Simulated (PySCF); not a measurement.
Species: C7H16FNSi.
Structure used (PBE0-D3(BJ)/def2-SVP), in Å, numbered top down from 1:
```xyz
26
C7H16FNSi angstrom
C      3.7513   -0.4448   -0.3268
C      2.3209   -0.4311    0.1908
C      1.4454    0.6339   -0.4698
Si    -0.3224    0.6830    0.1670
N     -1.1891    1.8832   -0.7329
C     -2.6196    2.0718   -0.6917
C     -1.2067   -0.9503   -0.0272
C     -1.0254   -2.0872    0.9715
C     -2.3056   -1.3513    0.9064
F     -3.3822   -1.9838    0.3727
H      3.7792   -0.6403   -1.4109
H      4.2469    0.5244   -0.1547
H      4.3559   -1.2210    0.1674
H      2.3284   -0.2766    1.2843
H      1.8665   -1.4250    0.0365
H      1.8982    1.6327   -0.3270
H      1.4069    0.4748   -1.5625
H     -0.2819    0.9178    1.6596
H     -0.6771    2.7143   -1.0077
H     -2.9923    2.5100   -1.6328
H     -3.1233    1.0991   -0.5781
H     -2.9702    2.7191    0.1367
H     -1.3835   -1.2850   -1.0563
H     -1.0288   -3.1028    0.5675
H     -0.3742   -1.9392    1.8387
H     -2.5977   -0.6870    1.7281
```

Computed at PBE0/pcSseg-1 (PySCF, non-relativistic), with Q(14N) = 0.02044 b: N5, 14N (I = 1): χzz = -5.177 MHz, η = 0.376.

(1) Where would the pure quadrupole (NQR) lines of 14N at N5 fall for the rigid, isolated species?

## Answers

(1) From ν± = (3/4)|χ|(1 ± η/3) and ν0 = |χ|η/2: ν+ 4.369 MHz, ν− 3.397 MHz, ν0 0.972 MHz (silicon-bound nitrogen).

In a crystal, neighbours and librations shift these lines. A larger basis could move these couplings by a tenth or more.

These values come from a run that also computed NMR shieldings. Time: 2.4 min wall (with the writing of density and orbital grids); peak memory 1.3 GiB. Hardware: Arm Neoverse N1, one thread, no GPU, shared host with 64 logical CPUs at a one-minute load of 58.

One conformer stands for the species.
